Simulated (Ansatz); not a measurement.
Species: YH, charge 0, multiplicity 1. SMILES: [YH]
Geometry: optimised at B3LYP-D3(BJ)/def2-TZVP (Ansatz, a first-principles code).

Property: vertical electron affinity (to the doublet state of charge -1; a negative value means that the extra electron is unbound and the number depends on the basis; each state is the SCF solution reached for its spin; the UHF <S^2> is 1.31 for the doublet (pure: 0.75); for the doublet the Hartree-Fock reference is unstable and T1 is 0.104; for the singlet the Hartree-Fock reference is unstable and T1 is 0.018), in eV. Correlated levels leave the core frozen unless marked. UHF or UKS for open shells. Spin-orbit coupling is left out. Frozen are the shells of the preceding noble gas and the d and f shells that filled before the atom's block. In def2 rows, elements after Kr have scalar-relativistic effective core potentials. Anions need diffuse functions: def2-D sets add few. 

```csv
level,program,vertical electron affinity (eV)
PBE/def2-TZVPD,Ansatz,0.27
r2SCAN/def2-TZVPD,Ansatz,0.46
BHLYP/def2-TZVPD,Ansatz,-0.01
CCSD/def2-SVPD,Ansatz,0.07
CCSD/def2-QZVPPD,Ansatz,0.19
CCSD(T)/def2-SVPD,Ansatz,0.11
```
